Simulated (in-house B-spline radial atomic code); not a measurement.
Computed with a B-spline radial atomic code. Model: two electrons, singlet ground state, non-relativistic, full CI in B-splines with partial waves to l = 8 (at full coupling up to 3e-4 hartree above the limit, correlation up to 0.6 % small), density held at that of full coupling by Lieb maximisation.

Along the adiabatic connection the electron repulsion is scaled by a coupling λ while a local potential keeps the density fixed. At λ = 0 the system is the Kohn-Sham one and W equals the exchange energy; the exchange-correlation energy is the area under W between 0 and 1. The kinetic energy rises with λ as the electrons avoid each other, with dT/dλ = −λ dW/dλ.

Command:
```bash
python run_ac.py task.json out
```
Settings (lengths in bohr, energies in hartree):
```
potential              yukawa
strength               8.32
lmax                   8
second                 1.01
```

Time taken, with all properties: 5.3 s on 1 thread of Intel(R) Xeon(R) Processor @ 2.30GHz, on a shared host.

**W = mean repulsion less Hartree energy, and W of three functionals.**

Given: confinement screened point charge; nuclear charge 8.32; screening of the nucleus 1.01 1/bohr; external potential -Z exp(-k r)/r.

Computed: LDA exchange minus exact 693.56 millihartree; SCAN exchange minus exact -5.9586 millihartree.

```
coupling  W xc (hartree)  W xc minus exchange (millihartree)  kinetic minus Kohn-Sham (millihartree)  LDA (PW92) W minus its exchange (millihartree)  PBE W minus its exchange (millihartree)  SCAN W minus its exchange (millihartree)
       0         -4.9115                                   0                                       0                                               0                                        0                                         0
    0.02               ?                                   ?                                       ?                                               ?                                        ?                                         ?
    0.05         -4.9162                              -4.668                                     0.1                                          -33.62                                     -4.7                                      -4.6
    0.12         -4.9227                             -11.165                                     0.7                                          -68.01                                   -11.34                                    -10.94
    0.25         -4.9347                              -23.12                                     2.9                                         -120.09                                   -23.72                                     -22.5
     0.4               ?                                   ?                                       ?                                               ?                                        ?                                         ?
     0.6         -4.9661                             -54.606                                    16.2                                         -228.97                                      -57                                    -52.54
     0.8         -4.9837                             -72.153                                    28.5                                         -280.47                                    -75.8                                     -69.1
       1         -5.0009                             -89.386                                      44                                          -327.1                                   -94.38                                    -85.27
     1.4         -5.0345                             -122.94                                    84.2                                         -409.91                                  -130.77                                   -116.57
       2         -5.0827                             -171.13                                     166                                         -516.07                                  -183.35                                   -161.16
       3         -5.1577                             -246.14                                     353                                         -662.32                                  -265.52                                   -230.06
     4.5         -5.2592                             -347.69                                   732.3                                         -837.65                                  -376.97                                   -322.91
       7         -5.4043                             -492.75                                  1560.7                                         -1061.8                                  -536.43                                   -455.79
      10         -5.5472                             -635.64                                  2767.9                                         -1265.3                                  -694.46                                   -588.13
```

(1) What belongs in the row 0.02?

(2) What belongs in the row 0.4?

(3) What is the PBE exchange minus exact?

**Energy parts, natural occupations and partial-wave weights.**

Computed: total energy -48.8585 hartree; exchange energy -4.9115 hartree; correlation energy -0.045375 hartree; kinetic part of the DFT correlation energy 0.044011 hartree; initial slope twice GL2 -0.093549 hartree; kinetic part over minus potential part 0.49237; Lieb Oxford ratio E_xc over LDA exchange 1.1752.

| natural | occupation of the shell (electrons) |
| --- | --- |
| s | 1.9992 |
| p | ? |
| s | 0.00029672 |
| d | 2.5214e-05 |
| p | 1.7824e-05 |
| s | 7.2196e-06 |

(4) What belongs in the row p?

| wave | weight |
| --- | --- |
| s | 0.99975 |
| p | 0.00023682 |
| d | ? |
| f | 2.1209e-06 |
| g | 5.0797e-07 |

(5) What belongs in the row d?

(6) What is the Kohn-Sham kinetic?

(7) What is the Hartree energy?

Results:

(1) W xc (hartree): -4.9134; W xc minus exchange (millihartree): -1.869; kinetic minus Kohn-Sham (millihartree): 0; LDA (PW92) W minus its exchange (millihartree): -15.69; PBE W minus its exchange (millihartree): -1.88; SCAN W minus its exchange (millihartree): -1.85.

(2) W xc (hartree): -4.9483; W xc minus exchange (millihartree): -36.737; kinetic minus Kohn-Sham (millihartree): 7.3; LDA (PW92) W minus its exchange (millihartree): -170.66; PBE W minus its exchange (millihartree): -38.02; SCAN W minus its exchange (millihartree): -35.55.

(3) 90.957 millihartree.

(4) occupation of the shell (electrons): 0.00045392.

(5) weight: 1.4211e-05.

(6) 62.749 hartree.

(7) 9.8231 hartree.

Half-way to full coupling W has made 51 % of its drop, against 50 % for a straight line, and second-order (GL2) theory, half the initial slope, overshoots the correlation energy by about 3 %: correlation is weak here. Over couplings 0 to 1 the errors in E_xc come to about +549 millihartree for LDA, +89 millihartree for PBE, -4.2 millihartree for SCAN, so SCAN is nearest. In LDA and PBE and SCAN the errors of exchange and correlation have opposite signs, so the sum is smaller than the larger of the two.
